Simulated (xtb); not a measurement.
A run for xtb: GFN2-xTB on CHN (SMILES C#N).

```
$ xtb mol.xyz --gfn 2 --sp --chrg 0 --uhf 0
3

C      0.01579818     0.11157820     4.61020000
N      1.02448437    -0.42843449     4.68159111
H     -0.92177482     0.61162642     4.52077148
```

It printed:

```
[...]
           -------------------------------------------------
          |                Calculation Setup                |
           -------------------------------------------------



           -------------------------------------------------
          |                 G F N 2 - x T B                 |
           -------------------------------------------------

        Reference                      10.1021/acs.jctc.8b01176
      * Hamiltonian:
        H0-scaling (s, p, d)           1.850000    2.230000    2.230000
        zeta-weighting                 0.500000
      * Dispersion:
        s8                             2.700000
        a1                             0.520000
        a2                             5.000000
        s9                             5.000000
      * Repulsion:
        kExp                           1.500000    1.000000
        rExp                           1.000000
      * Coulomb:
        alpha                          2.000000
        third order                    shell-resolved
        anisotropic                    true
        a3                             3.000000
        a5                             4.000000
        cn-shift                       1.200000
        cn-exp                         4.000000
        max-rad                        5.000000


          ...................................................
          :                      SETUP                      :
          :.................................................:
          :  # basis functions                   9          :
          :  # atomic orbitals                   9          :
          :  # shells                            5          :
          :  # electrons                        10          :
          :  max. iterations                   250          :
          :  Hamiltonian                  GFN2-xTB          :
          :  restarted?                      false          :
          :  GBSA solvation                  false          :
          :  PC potential                    false          :
          :  electronic temp.          300.0000000     K    :
          :  accuracy                    1.0000000          :
          :  -> integral cutoff          0.2500000E+02      :
          :  -> integral neglect         0.1000000E-07      :
          :  -> SCF convergence          0.1000000E-05 Eh   :
          :  -> wf. convergence          0.1000000E-03 e    :
          :  Broyden damping             0.4000000          :
          :  net charge                          0          :
          :  unpaired electrons                  0          :
          ...................................................

 iter      E             dE          RMSdq      gap      omega  full diag
   1     -5.5921801 -0.559218E+01  0.923E+00    6.38       0.0  T
   2     -5.5941361 -0.195603E-02  0.654E+00    6.72       1.0  T
   3     -5.6076936 -0.135575E-01  0.396E+00    5.88       1.0  T
   4     -5.6244744 -0.167808E-01  0.565E-01    5.85       1.0  T
   5     -5.6247019 -0.227530E-03  0.959E-02    5.85       1.0  T
   6     -5.6247104 -0.843918E-05  0.721E-02    5.86       1.0  T
   7     -5.6247194 -0.908408E-05  0.354E-03    5.86      16.3  T
   8     -5.6247194  0.988890E-09  0.396E-03    5.86      14.6  T
   9     -5.6247195 -0.373799E-07  0.165E-04    5.86     349.8  T
  10     -5.6247195 -0.622542E-10  0.238E-05    5.86    2430.8  T

   *** convergence criteria satisfied after 10 iterations ***

         #    Occupation            Energy/Eh            Energy/eV
      -------------------------------------------------------------
         1        2.0000           -0.6626838             -18.0325
         2        2.0000           -0.5749467             -15.6451
         3        2.0000           -0.5046834             -13.7331
         4        2.0000           -0.5046786             -13.7330
         5        2.0000           -0.4503727             -12.2553 (HOMO)
         6                         -0.2351480              -6.3987 (LUMO)
         7                         -0.2351006              -6.3974
         8                          0.1046770               2.8484
         9                          1.0887047              29.6252
      -------------------------------------------------------------
                  HL-Gap            0.2152247 Eh            5.8566 eV
             Fermi-level           -0.3427603 Eh           -9.3270 eV

 SCC (total)                   0 d,  0 h,  0 min,  0.003 sec
 SCC setup                      ...        0 min,  0.000 sec (  6.355%)
 Dispersion                     ...        0 min,  0.000 sec (  1.466%)
 classical contributions        ...        0 min,  0.000 sec (  0.877%)
 integral evaluation            ...        0 min,  0.000 sec (  8.534%)
 iterations                     ...        0 min,  0.002 sec ( 61.111%)
 molecular gradient             ...        0 min,  0.000 sec ( 12.724%)
 printout                       ...        0 min,  0.000 sec (  8.203%)

         :::::::::::::::::::::::::::::::::::::::::::::::::::::
         ::                     SUMMARY                     ::
         :::::::::::::::::::::::::::::::::::::::::::::::::::::
         :: total energy              -5.503821647638 Eh    ::
         :: gradient norm              0.028621727600 Eh/a0 ::
         :: HOMO-LUMO gap              5.856562506345 eV    ::
         ::.................................................::
         :: SCC energy                -5.624719482462 Eh    ::
         :: -> isotropic ES            0.004725358930 Eh    ::
         :: -> anisotropic ES          0.000296855935 Eh    ::
         :: -> anisotropic XC          0.021345659600 Eh    ::
         :: -> dispersion             -0.000495847107 Eh    ::
         :: repulsion energy           0.120897834824 Eh    ::
         :: add. restraining           0.000000000000 Eh    ::
         :: total charge              -0.000000000000 e     ::
         :::::::::::::::::::::::::::::::::::::::::::::::::::::

           -------------------------------------------------
          |                Property Printout                |
           -------------------------------------------------

    * Orbital Energies and Occupations

         #    Occupation            Energy/Eh            Energy/eV
      -------------------------------------------------------------
         1        2.0000           -0.6626838             -18.0325
         2        2.0000           -0.5749467             -15.6451
         3        2.0000           -0.5046834             -13.7331
         4        2.0000           -0.5046786             -13.7330
         5        2.0000           -0.4503727             -12.2553 (HOMO)
         6                         -0.2351480              -6.3987 (LUMO)
         7                         -0.2351006              -6.3974
         8                          0.1046770               2.8484
         9                          1.0887047              29.6252
      -------------------------------------------------------------
                  HL-Gap            0.2152247 Eh            5.8566 eV
             Fermi-level           -0.3427603 Eh           -9.3270 eV

     #   Z          covCN         q      C6AA      α(0)
     1   6 C        1.837     0.074    29.302     8.745
     2   7 N        0.910    -0.158    24.414     7.146
     3   1 H        0.927     0.084     1.938     2.177

 Mol. C6AA /au·bohr⁶  :        137.546180
 Mol. C8AA /au·bohr⁸  :       3257.236366
 Mol. α(0) /au        :         18.068306


Wiberg/Mayer (AO) data.
largest (>0.10) Wiberg bond orders for each atom

 ---------------------------------------------------------------------------
     #   Z sym  total        # sym  WBO       # sym  WBO       # sym  WBO
Note: The following floating-point exceptions are signalling: IEEE_DENORMAL
normal termination of xtb
 ---------------------------------------------------------------------------
     1   6 C    3.931 --     2 N    2.984     3 H    0.947
     2   7 N    3.029 --     1 C    2.984
     3   1 H    0.993 --     1 C    0.947
 ---------------------------------------------------------------------------

Topologies differ in total number of bonds
Writing topology from bond orders to xtbtopo.mol

molecular dipole:
                 x           y           z       tot (Debye)
 q only:       -0.449       0.240      -0.035
   full:       -0.914       0.488      -0.072       2.639
molecular quadrupole (traceless):
                xx          xy          yy          xz          yz          zz
 q only:       -0.033       0.118       0.489      -5.896       3.140      -0.457
  q+dip:        0.689      -0.472       0.801     -11.883       6.330      -1.491
   full:       -0.578       0.718       1.124     -12.059       6.424      -0.546


           -------------------------------------------------
          | TOTAL ENERGY               -5.503821647638 Eh   |
          | GRADIENT NORM               0.028621727600 Eh/α |
          | HOMO-LUMO GAP               5.856562506345 eV   |
           -------------------------------------------------

------------------------------------------------------------------------
------------------------------------------------------------------------
 total:
 SCF:
```

The run finished.

Cost: around 0.07 core-seconds (rough).
